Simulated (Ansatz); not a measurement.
Reaction (atomization): `CC1=CC(C)=[O+][Sn-]([OH])[O]1` → 5 C• + 8 H• + 3 O• + Sn•

Isolated molecules relaxed with PBE0-D4/def2-TZVP in Ansatz; ΔE leaves out vibrations. CCSD(T)/CBS adds triple-zeta CCSD(T) − MP2 to the extrapolated MP2 energy (def2 sets, frozen cores). This one scheme is used for every species, atoms too. For atomizations the MP2-based limit and the directly extrapolated one differ by several kJ/mol either way, and by 10 to 25 for some Ge, Se and Sn compounds, so smaller differences from it don't rank the levels. DFT in def2-TZVPP. B3LYP here is the variant with VWN-RPA as its local correlation; programs differ in this. Open shells (•) are unrestricted, without spin–orbit coupling. Spin–orbit coupling would lower the free atoms: a little for C, O; strongly for Sn. def2 core potentials past Kr. For Sn outer-core shells are correlated without core-valence functions, so the limit isn't a true one: a few kJ/mol of doubt a bond, and 10 to 20 or more in all where bonds break to atoms. Each species was taken in one conformer, which may not be the lowest.

`CC1=CC(C)=[O+][Sn-]([OH])[O]1`:

Z-matrix (Å, degrees):
```
C
C 1 1.497
H 1 1.089 2 112.7
H 1 1.093 2 108.9 3 121.8
H 1 1.093 2 109.0 3 -121.9
C 2 1.398 1 119.2 3 -0.1
O 2 1.269 1 115.1 3 -179.4
C 6 1.398 2 125.5 1 -174.5
H 6 1.081 2 117.2 1 0.8
Sn 7 2.171 2 128.0 1 -166.7
C 8 1.497 6 119.2 2 174.5
O 8 1.269 6 125.6 2 -4.7
O 10 1.986 7 92.8 2 70.9
H 11 1.093 8 108.9 6 -121.6
H 11 1.089 8 112.7 6 0.2
H 11 1.093 8 109.0 6 122.0
H 13 0.960 10 116.4 7 -41.2
```

CCSD(T)/CBS gives +7263.3 kJ/mol.

Q: Another level gave +7261.8 kJ/mol. Which?
A. CCSD(T)/def2-TZVPP
B. PBE0-D4/def2-TZVPP
C. B3LYP-D4/def2-TZVPP
D. ωB97X-V/def2-TZVPP

A: C. B3LYP-D4 7261.8, PBE0-D4 7300.2, ωB97X-V 7269.0, CCSD(T)/def2-TZVPP 7053.7 kJ/mol.

Largest T1 diagnostic among the species: 0.017.

From BLYP to BHLYP (50 % exact exchange), in def2-TZVPP and without D4, ΔE moves by −289.5 kJ/mol: exact exchange takes away binding that semilocal exchange gives to molecules. Leaving LDA and LC-ωPBE aside and taking each functional with its dispersion term where it has one, the values, not all of them listed here, spread over 532.2 kJ/mol, from BHLYP-D4 to PBE-D4. LDA lies +1012.4 kJ/mol from PBE without D4, its usual overbinding. The D4 term adds +78.4 kJ/mol with B3LYP and +42.0 kJ/mol with PBE0; it sums over pairs of atoms, weighted by their polarisabilities, and B3LYP, whose exchange is more repulsive, gets the larger term.
